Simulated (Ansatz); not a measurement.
Species: C₂H₆OSi, SMILES `O=C(C)[SiH3]` (charge 0, multiplicity 1), formula C₂H₆OSi.

Question: How many basis functions does Ansatz (an electronic-structure program) with frozen-core CCSD(T)/cc-pVTZ // PBE-D3(BJ)/def2-TZVP use, how many core orbitals are frozen, and how many electrons are correlated?

Answer: 208 basis functions and 8 frozen orbitals, which leaves 24 correlated electrons. Core time is of the order of minutes.
